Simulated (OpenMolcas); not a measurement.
**Potential curves of BBr: spin-free states**

Computed with OpenMolcas 26.06: state-averaged CASSCF(8,7) over Br 4p, B 2s 2p, XMS-CASPT2 (IPEA 0.25, imaginary shift 0.2 hartree), scalar X2C, ANO-RCC-VTZP, then RASSI spin–orbit state interaction with atomic mean-field integrals. C2 symmetry about the axis (a holds Σ, Δ, Γ; b holds Π, Φ, H; Σ⁺ and Σ⁻ are not told apart); roots by multiplicity and irrep: 1a 4, 3b 2, 1b 2, 3a 4.

XMS-CASPT2 energies in eV from the lowest point. Curves are followed by energy order within each symmetry, so they are adiabatic and may change character at avoided crossings; Σ⁺ and Σ⁻ are counted together.

```json
{"R (Å)": "1.633", "(1)1Σ": "0.950", "(1)3Π": "3.207", "(1)1Π": "5.179", "(1)1Δ": "8.503", "(2)1Σ": "8.991"}
{"R (Å)": "1.728", "(1)1Σ": "0.348", "(1)3Π": "2.639", "(1)1Π": "4.643", "(1)1Δ": "7.629", "(2)1Σ": "7.836"}
{"R (Å)": "1.813", "(1)1Σ": "0.087", "(1)3Π": "2.430", "(1)1Π": "4.436", "(1)1Δ": "6.973", "(2)1Σ": "7.081"}
{"R (Å)": "1.899", "(1)1Σ": "0.000", "(1)3Π": "2.413", "(1)1Π": "4.377", "(1)1Δ": "6.446", "(2)1Σ": "6.513"}
{"R (Å)": "1.994", "(1)1Σ": "0.045", "(1)3Π": "2.538", "(1)1Π": "4.440", "(1)1Δ": "5.996", "(2)1Σ": "6.045"}
{"R (Å)": "2.089", "(1)1Σ": "0.193", "(1)3Π": "2.747", "(1)1Π": "4.533", "(1)1Δ": "5.655", "(2)1Σ": "5.694"}
{"R (Å)": "2.222", "(1)1Σ": "0.493", "(1)3Π": "3.117", "(1)1Π": "4.648", "(1)1Δ": "5.311", "(2)1Σ": "5.344"}
{"R (Å)": "2.393", "(1)1Σ": "0.953", "(1)3Π": "3.601", "(1)1Π": "4.728", "(1)1Δ": "5.016", "(2)1Σ": "5.049"}
{"R (Å)": "2.659", "(1)1Σ": "1.704", "(1)3Π": "4.160", "(1)1Π": "4.702", "(1)1Δ": "4.761", "(2)1Σ": "4.788"}
{"R (Å)": "3.038", "(1)1Σ": "2.677", "(1)3Π": "4.482", "(1)1Π": "4.620", "(1)1Δ": "4.610", "(2)1Σ": "4.629"}
{"R (Å)": "3.608", "(1)1Σ": "3.754", "(1)3Π": "4.562", "(1)1Π": "4.557", "(1)1Δ": "4.561", "(2)1Σ": "4.571"}
{"R (Å)": "4.368", "(1)1Σ": "4.565", "(1)3Π": "4.567", "(1)1Π": "4.549", "(1)1Δ": "4.581", "(2)1Σ": "4.587"}
```

With masses 78.918 and 11.009 u, fit the curves (1)1Σ, (1)3Π near their minima.

At XMS-CASPT2, Te from the lowest curve (the fit fixes ωe to a per cent or two; the method's Re and ωe can be off by some per cent):

```json
{"curve": "(1)1Σ", "Te (cm⁻¹)": "0", "Re (Å)": "1.912", "ωe (cm⁻¹)": "668.4"}
{"curve": "(1)3Π", "Te (cm⁻¹)": "19390", "Re (Å)": "1.864", "ωe (cm⁻¹)": "752.6"}
```

The 5 lowest clean curves are shown; the next is (1)3Σ, from 4.64 eV. Only roots inside an energy window near the equilibrium distance were included, so the list of states is not complete; labels number the states computed. Each spin and symmetry block has orbitals of its own, averaged over its own roots, so gaps between blocks are less sure than gaps within one and near the minimum can be off by tenths of an eV, in bad cases by more. No Rydberg orbitals are active, so Rydberg states, and σ→σ* states whose orbital the CASSCF left unused, can be missing between those listed. CASPT2 splits the two components of degenerate states numerically, here by up to 67 cm⁻¹. At stretched bonds a block can hold a wrong CASSCF solution and miss its lowest state; points past a visible jump are left out. Points that failed a check (symmetry, reference weights, a jump) are left out.
